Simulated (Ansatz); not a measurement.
System: BCl (charge +1, doublet). 
Geometry from a B3LYP-D3(BJ)/def2-TZVP (Ansatz, a program for electronic structure) optimisation:
```
B
Cl 1 1.6002
```
Charge +1, spin multiplicity 2.

Parts of the frozen-core correlation energy in cc-pV(D+d)Z (Ansatz, hartree). Frozen orbitals: 6; correlated occupied orbitals by spin: 5 and 4; virtual: 26 and 27. UHF or UKS for open shells. Spin-orbit coupling is left out. No relativistic terms.

| term | value |
|---|---|
| reference (HF) | -483.81479 |
| MP2 opposite-spin | ___ |
| MP2 same-spin | -0.04823 |
| CCSD correlation | ___ |
| (T) | ___ |
| CCSDT minus CCSD(T) | -0.00098 |
| CCSDT(Q) minus CCSD(T) | -0.00152 |
| T1 diagnostic | 0.022 |
| largest doubles amplitude | 0.053 |
| <S^2> of the reference | 0.761 |

Problem. Fill in the missing entries.

Solution. 
- MP2 opposite-spin, value: -0.12754
- CCSD correlation, value: -0.19427
- (T), value: -0.00783
